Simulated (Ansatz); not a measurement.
H$_{4}$GeSZn (SMILES [SH][Zn][GeH3]), singlet, geometry from GFN2-xTB (such geometries of metal compounds can be far from the true shape); PBE/cc-pV(D+d)Z in Ansatz (a program for electronic structure).

The Ansatz input:
Ansatz 0.2 input:
```yaml
crystal:
  periodic: [false, false, false]
  atoms:
    - {symbol: Zn, position_ang: [0.44318253, 0.30748072, -0.34121428]}
    - {symbol: S, position_ang: [0.60017189, 1.50712332, -2.24903604]}
    - {symbol: H, position_ang: [1.89107415, 1.77800928, -2.22680552]}
    - {symbol: Ge, position_ang: [-0.67994957, -0.97315094, 1.34536145]}
    - {symbol: H, position_ang: [-0.85747250, -2.43524255, 1.05043968]}
    - {symbol: H, position_ang: [-0.08372533, -1.00898790, 2.72147252]}
    - {symbol: H, position_ang: [-2.08971592, -0.53134352, 1.62433163]}
basis:
  gaussian:
    orbitals: cc-pV_D+d_Z.json
hamiltonian:
  xc: pbe
```
The basis file holds cc-pV(D+d)Z in the JSON format of the Basis Set Exchange.

Output, abridged:

```
Functional definition: PBE
1380 factors; their error is unknown
mean field evaluation 1: about -115813.8127 eV, gradient 5.9e1 eV
mean field evaluation 2: about -115787.5983 eV, gradient 1.5e2 eV
mean field evaluation 4: about -115818.4332 eV, gradient 1.2e1 eV
mean field evaluation 8: about -115818.9917 eV, gradient 1.1e-1 eV
mean field evaluation 16: about -115818.9820 eV, gradient 5.2e-5 eV
mean field -115818.98204946 eV, -4256.2690853919 hartree, gradient 5.2e-5 eV, S^2 0.000000; 0 other end points of the search recorded, 0 dependent functions left out
reference -115818.98209449 eV, -4256.2690870468 hartree; 41, 41 occupied and 72, 72 virtual orbitals, 1380 factors
Total energy: -115818.98209449 eV, -4256.2690870468 hartree
```
